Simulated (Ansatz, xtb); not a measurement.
# C5H5FN2O: 8 structures ranked

8 gas-phase structures of C5H5FN2O, from a drawn sample of its isomers (lower ones may exist). Each was relaxed with GFN2-xTB; where two conformers were screened, the lower at r2SCAN-D4/def2-SVP is listed:

A. `COc1nnccc1F`, a singlet
B. `CC(=O)c1cn[nH]c1F`, a singlet
C. `OCc1ncncc1F`, a singlet
D. `Cn1c(C=O)cnc1F`, a singlet
E. `Cc1nc(F)ncc1O`, a singlet
F. `Cn1nc(C=O)cc1F`, a singlet
G. `OCc1nccnc1F`, a singlet
H. `COc1cnc(F)nc1`, a singlet

**Question.** Make a reasoned guess at their ranking by r2SCAN-D4/def2-SVP single-point energy.

**Answer.** Calculated order at r2SCAN-D4/def2-SVP: E (0.0), D (8.9), G (14.1), H (16.0), C (17.1), B (19.7), F (26.4), A (40.1) kcal/mol.

Energies above the lowest of each column, in kcal/mol; the last columns are at B3LYP-D3(BJ)/def2-SVP geometries and were run for some of them only (a dash: not run or not comparable):

```json
{"structure": "E", "GFN2-xTB": "0.0", "HF/STO-3G": "0.0", "r2SCAN-D4/def2-SVP": "0.0", "B3LYP-D3(BJ)/def2-SVP": "0.0", "CCSD(T)/def2-SVP + ΔMP2/def2-TZVPP": "0.0"}
{"structure": "D", "GFN2-xTB": "7.0", "HF/STO-3G": "10.8", "r2SCAN-D4/def2-SVP": "8.9", "B3LYP-D3(BJ)/def2-SVP": "8.7", "CCSD(T)/def2-SVP + ΔMP2/def2-TZVPP": "10.8"}
{"structure": "G", "GFN2-xTB": "19.2", "HF/STO-3G": "12.4", "r2SCAN-D4/def2-SVP": "14.1", "B3LYP-D3(BJ)/def2-SVP": "12.2", "CCSD(T)/def2-SVP + ΔMP2/def2-TZVPP": "10.6"}
{"structure": "H", "GFN2-xTB": "9.5", "HF/STO-3G": "4.9", "r2SCAN-D4/def2-SVP": "16.0", "B3LYP-D3(BJ)/def2-SVP": "14.3", "CCSD(T)/def2-SVP + ΔMP2/def2-TZVPP": "–"}
{"structure": "C", "GFN2-xTB": "16.7", "HF/STO-3G": "13.1", "r2SCAN-D4/def2-SVP": "17.1", "B3LYP-D3(BJ)/def2-SVP": "14.8", "CCSD(T)/def2-SVP + ΔMP2/def2-TZVPP": "–"}
{"structure": "B", "GFN2-xTB": "21.5", "HF/STO-3G": "15.9", "r2SCAN-D4/def2-SVP": "19.7", "B3LYP-D3(BJ)/def2-SVP": "19.7", "CCSD(T)/def2-SVP + ΔMP2/def2-TZVPP": "–"}
{"structure": "F", "GFN2-xTB": "23.5", "HF/STO-3G": "19.8", "r2SCAN-D4/def2-SVP": "26.4", "B3LYP-D3(BJ)/def2-SVP": "–", "CCSD(T)/def2-SVP + ΔMP2/def2-TZVPP": "–"}
{"structure": "A", "GFN2-xTB": "27.9", "HF/STO-3G": "21.5", "r2SCAN-D4/def2-SVP": "40.1", "B3LYP-D3(BJ)/def2-SVP": "–", "CCSD(T)/def2-SVP + ΔMP2/def2-TZVPP": "–"}
```

Every level run on E puts it lowest or level with the lowest. CCSD(T)/def2-SVP + ΔMP2/def2-TZVPP orders those it was run on as E (0.0), G (10.6), D (10.8) kcal/mol. Less than 1 kcal/mol parts G and D, so the order within that pair means little. Flexible structures stand in one conformer each, not always the lowest. G keeps a small imaginary mode. Frequencies (GFN2-xTB) were run for D, E, G alone. The ΔMP2 step shifts differences by up to 5.8 kcal/mol, which makes them less sure. ΔMP2 is the change of the MP2 energy from the smaller to the larger basis.

Over these structures GFN2-xTB departs from r2SCAN-D4/def2-SVP by 3.8 kcal/mol on average once a common shift is removed. A GFN2-xTB relaxation took about 0.065 s and the r2SCAN-D4/def2-SVP energy about 2.4 s on a shared host (Ansatz 0.2.0, xtb 6.7.1).
